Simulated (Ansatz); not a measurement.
Ansatz results at the PBE0-D4/def2-TZVP geometry: LUMO energy (PBE0/def2-TZVPP) 0.20 eV; HOMO–LUMO gap (PBE0/def2-TZVPP) 9.47 eV; HOMO–LUMO gap (PBE/def2-TZVPP) 7.06 eV.

Each molecule was computed in one conformer, which needn't be the lowest.

(1) Which molecule gave them?
A. `C=C[SiH2]O[SiH2]F`
B. `O[Si](O)(O)N[Si](O)(O)O`
C. `O[SiH2]O[Si](F)(Cl)Cl`
D. `O[Si](O)(F)N[SiH2]Cl`

## Answers

(1) C. The others give `O[Si](O)(O)N[Si](O)(O)O`: 0.24, 8.18, 5.76; `O[Si](O)(F)N[SiH2]Cl`: 0.20, 8.62, 6.29; `C=C[SiH2]O[SiH2]F`: -0.60, 7.52, 5.37.
